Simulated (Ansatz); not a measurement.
Start from `[NH2][GaH][O][SiH2]O` and change one atom or group to get `O[SiH2]O[SiH2]Cl`.

Ansatz, PBE0-D4/def2-TZVP geometries, multiplicity 1. Each molecule was computed in one conformer, which needn't be the lowest.

Scalar relativity is left out up to krypton.

| property | `[NH2][GaH][O][SiH2]O` |
| --- | --- |
| HOMO–LUMO gap (PBE/def2-TZVPP) / eV | 4.94 |
| HOMO energy (B3LYP/def2-TZVPP) / eV | -7.23 |
| LUMO energy (PBE0/def2-TZVPP) / eV | -0.36 |
| HOMO energy (ωB97M-V/def2-TZVPP) / eV | -9.86 |
| HOMO energy (PBE0/def2-TZVPP) / eV | -7.46 |
| HOMO–LUMO gap (B3LYP/def2-TZVPP) / eV | 6.58 |

**Question.** Give the same properties after the change, and the shifts. (Estimate.)

**Answer.** Ansatz gave: 
```tsv
property	`O[SiH2]O[SiH2]Cl`	shift
HOMO–LUMO gap (PBE/def2-TZVPP) / eV	6.73	1.79
HOMO energy (B3LYP/def2-TZVPP) / eV	-8.59	-1.36
LUMO energy (PBE0/def2-TZVPP) / eV	0.24	0.60
HOMO energy (ωB97M-V/def2-TZVPP) / eV	-11.05	-1.19
HOMO energy (PBE0/def2-TZVPP) / eV	-8.79	-1.33
HOMO–LUMO gap (B3LYP/def2-TZVPP) / eV	8.62	2.04
```

With PBE0 the HOMO falls by 1.33 eV and the LUMO rises by 0.60 eV, so the gap widens by about 1.93 eV. PBE moves the HOMO by -1.28 eV and ωB97M-V by -1.19 eV.

B3LYP here is the variant with VWN-RPA as its local correlation; programs differ in this.
